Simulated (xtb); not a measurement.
C2H6NO (SMILES CC(N)=[OH+]), charge +1, singlet, geometry from GFN2-xTB. Base run: GFN0-xTB run with xtb.

xtb was given this input:
```
$ xtb mol.xyz --gfn 0 --chrg 1 --json

# file mol.xyz
10

O      0.31859723     1.28234604     0.05551789
C      0.04598869     0.03047976    -0.00554695
N      0.97130854    -0.89086621    -0.03924743
C     -1.38335363    -0.33003445    -0.02103909
H      0.72828983    -1.87241852    -0.08436555
H     -1.96037592     0.45421182    -0.50831116
H     -1.56360514    -1.28823039    -0.49966096
H     -1.74648276    -0.38863017     1.00821425
H      1.96303337    -0.67815473    -0.01499862
H      1.25539266     1.54784533     0.08922707
```

Each row names what was changed in the base input (with any setting that the change needs).

```
change        ΔE vs base (mEh)  HOMO-LUMO gap (eV)
------------  ----------------  ------------------
base                     0.000                5.03
etemp = 3000            -0.002                5.03
etemp = 5000            -0.202                5.03
acc = 0.1                0.000                5.03
acc = 0.0001             0.000                5.03
```
